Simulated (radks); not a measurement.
Results of a calculation; reference values are marked as such.
Q: All-electron atom: Ba I in [Xe] 6s2. Level of theory: non-relativistic Kohn-Sham, BP86, spin-polarised, spherical densities, point nucleus; relativity is left out, which matters for an element this heavy (a radial shooting solver on a logarithmic mesh with Libxc functionals). Some entries of the table are withheld. Estimate them.

orbital  occ.  eigenvalue (eV)  r(max) (bohr)  <1/r> (bohr^-1)
1s          2        -35572.39        0.01797            55.47
2s          2        -5470.374        0.09903            12.78
2p          6        -5161.824        0.07731            12.79
3s          2        -1154.139         0.2801            4.710
3p          6              (1)         0.2668            4.640
3d         10        -776.4042         0.2160            4.517
4s          2        -225.4220         0.6526            1.970
4p          6        -177.2442         0.6656            1.874
4d         10         -93.4859         0.6933            1.660
5s          2         -31.4786          1.534           0.7668
5p          6         -19.0139          1.692           0.6703
6s          2              (2)          4.261           0.2541

A: 
(1) 3p eigenvalue (eV): -1022.143
(2) 6s eigenvalue (eV): -3.2491
